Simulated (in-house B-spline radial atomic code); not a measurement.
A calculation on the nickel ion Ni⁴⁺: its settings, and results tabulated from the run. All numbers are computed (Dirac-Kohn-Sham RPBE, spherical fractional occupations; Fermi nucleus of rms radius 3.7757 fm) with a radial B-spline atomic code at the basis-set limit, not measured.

Command:
```bash
python run_scf.py task.json out
```
Settings (nuclear radius in fm, mass in u):
```
Z                28
configuration    [Ar] 3d6
hamiltonian      dirac
method           rpbe,pbe
spin_polarised   False
nucleus          fermi
rms_radius       3.7757
atomic_mass      57.93534
speed_of_light   137.035999084
```

Output (hartree, bohr):
```
 radial grid: 67 intervals, B-splines of order 8, outer radius 14.6809 bohr

 iter        energy (Eh)    residual
    1       -1498.944117    8.18e-01
    2       -1507.929893    6.90e-01
    3       -1515.860311    1.40e-01
    4       -1516.310606    2.40e-02
    5       -1516.317256    1.28e-02
    6       -1516.320637    4.99e-03
    7       -1516.321212    1.04e-04
    8       -1516.321213    3.06e-06
    9       -1516.321213    5.46e-08

 total energy                     -1516.32121
 kinetic                            1541.0286
 electron-nucleus                  -3587.4229
 Hartree                             591.7467
 exchange-correlation                -61.6737

 first-order corrections (not in the total)
   Gaunt                             0.6627
   retardation                      -0.0598
   frequency dependence             -0.0018
   self-energy                       0.4415
   Uehling                          -0.0390
   Wichmann-Kroll                    0.0003
   recoil                            0.0109

 orbital      occ     eigenvalue          <r>       <r^2>       <1/r>       r_max    small
 1s1/2      2.000      -304.1096    0.0540798  0.00393418     28.0977     0.03539  1.02e-02
 2s1/2      2.000       -38.4638      0.24462   0.0706816     6.09989      0.2046  1.91e-03
 2p1/2      2.000       -33.8426     0.213073   0.0558214     6.04882      0.1631  1.89e-03
 2p3/2      4.000       -33.2005     0.216291   0.0573874     5.92351      0.1657  1.86e-03
 3s1/2      2.000        -6.3621     0.727987    0.609879     1.95324       0.636  4.34e-04
 3p1/2      2.000        -4.9408     0.751101    0.661243     1.83401      0.6367  3.93e-04
 3p3/2      4.000        -4.8557     0.759928    0.676678     1.80567       0.644  3.86e-04
 3d3/2      2.400        -2.5194     0.838289    0.873983     1.52712      0.6063  2.89e-04
 3d5/2      3.600        -2.5085     0.841634    0.880798     1.52038      0.6086  2.87e-04

 Slater integrals (Eh)
   F0(3p1/2,3p1/2)               1.202097
   F0(3p1/2,3p3/2)               1.195013
   G2(3p1/2,3p3/2)               0.599265
   F0(3p1/2,3d3/2)               1.142423
   G1(3p1/2,3d3/2)               0.674087
   F0(3p1/2,3d5/2)               1.140063
   G3(3p1/2,3d5/2)               0.412183
   F0(3p3/2,3p3/2)               1.188075
   F2(3p3/2,3p3/2)               0.596464
   F0(3p3/2,3d3/2)               1.135939
   F2(3p3/2,3d3/2)               0.544707
   G1(3p3/2,3d3/2)               0.668492
   G3(3p3/2,3d3/2)               0.410094
   F0(3p3/2,3d5/2)               1.133621
   F2(3p3/2,3d5/2)               0.543803
   G1(3p3/2,3d5/2)               0.667911
   G3(3p3/2,3d5/2)               0.409692
   F0(3d3/2,3d3/2)               1.095788
   F2(3d3/2,3d3/2)               0.518449
   F0(3d3/2,3d5/2)               1.093590
   F2(3d3/2,3d5/2)               0.517506
   G2(3d3/2,3d5/2)               0.516964
   G4(3d3/2,3d5/2)               0.323981
   F0(3d5/2,3d5/2)               1.091406
   (list cut)
```

Time taken, with all properties: 1.9 s on 1 thread of Intel(R) Xeon(R) 6975P-C (shared host).

For the Dirac Hamiltonian the kinetic term is c α·p + (β - 1)c².
